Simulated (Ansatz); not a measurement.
SbH2I⁺. Charge 1, multiplicity 2. Geometry r2SCAN-D4/def2-TZVP, that of the neutral singlet.

```xyz
4

Sb   -0.094   -0.314   -0.804
H    -0.066    1.392   -0.660
H     1.485   -0.390   -0.146
I    -1.324   -0.688    1.610
```

In the def2 sets I, Sb take a core potential; there is no spin–orbit coupling.

(1) Estimate the α-spin orbital energies around the gap (eV) in Ansatz with PBE-D4/def2-TZVP, r2SCAN-D4/def2-TZVP, PBE0-D4/def2-TZVP.

Results:

(1) 
| orbital | PBE-D4/def2-TZVP | r2SCAN-D4/def2-TZVP | PBE0-D4/def2-TZVP |
| --- | --- | --- | --- |
| HOMO−5 | -20.40 | -20.88 | -22.05 |
| HOMO−4 | -14.56 | -14.95 | -15.79 |
| HOMO−3 | -14.52 | -14.88 | -15.77 |
| HOMO−2 | -13.54 | -13.94 | -14.78 |
| HOMO−1 | -12.61 | -12.99 | -13.74 |
| HOMO | -12.48 | -12.83 | -13.72 |
| LUMO | -8.55 | -8.43 | -7.79 |
| LUMO+1 | -6.68 | -6.47 | -5.83 |
| LUMO+2 | -5.70 | -5.30 | -4.79 |
| LUMO+3 | -2.84 | -2.33 | -2.07 |
| LUMO+4 | -2.49 | -1.95 | -1.74 |
| LUMO+5 | -2.47 | -1.80 | -1.65 |
| β HOMO | -12.27 | -12.59 | -13.48 |
| β LUMO | -11.85 | -11.81 | -11.19 |
